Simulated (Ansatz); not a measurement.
`C=CC[NH][GeH3]`. Charge 0, multiplicity 1. Geometry: relaxed with PBE0-D4/def2-TZVP. It is one conformer, not always the lowest.

```xyz
14

C     1.420    2.293   -0.086
C     1.236    1.058    0.358
C     0.409    0.028   -0.337
N    -0.636   -0.469    0.543
Ge   -1.559   -1.981    0.047
H     2.027    3.009    0.454
H     0.971    2.629   -1.016
H     1.681    0.742    1.299
H     1.050   -0.822   -0.605
H     0.032    0.446   -1.284
H    -1.234    0.284    0.856
H    -2.250   -1.851   -1.333
H    -2.616   -2.240    1.130
H    -0.533   -3.124   -0.026
```

(1) What is the dipole moment at PBE/def2-TZVPP? (Estimate.)

(2) And with r2SCAN, B3LYP, ωB97M-V? (Best estimate.)

(3) Give the Mulliken charges with PBE, r2SCAN, B3LYP in def2-TZVPP. (Estimate.)

Results:

(1) The calculation gave: 0.58 D, with components (-0.26, 0.45, -0.26) D in this frame, pointing from negative to positive charge.

(2) Computed: r2SCAN 0.60 D, B3LYP 0.61 D, ωB97M-V 0.64 D.

(3) The calculation gave: 
| atom | PBE | r2SCAN | B3LYP |
| --- | --- | --- | --- |
| C1 | -0.20 | -0.18 | -0.22 |
| C2 | -0.15 | -0.15 | -0.16 |
| C3 | 0.02 | 0.13 | 0.02 |
| N4 | -0.29 | -0.36 | -0.32 |
| Ge5 | 0.16 | 0.22 | 0.19 |
| H6 | 0.10 | 0.08 | 0.10 |
| H7 | 0.08 | 0.07 | 0.09 |
| H8 | 0.09 | 0.08 | 0.10 |
| H9 | 0.08 | 0.05 | 0.08 |
| H10 | 0.07 | 0.04 | 0.07 |
| H11 | 0.12 | 0.12 | 0.11 |
| H12 | -0.04 | -0.05 | -0.04 |
| H13 | -0.01 | -0.02 | -0.01 |
| H14 | -0.01 | -0.02 | -0.02 |

B3LYP here is the variant with VWN-RPA as its local correlation; programs differ in this.
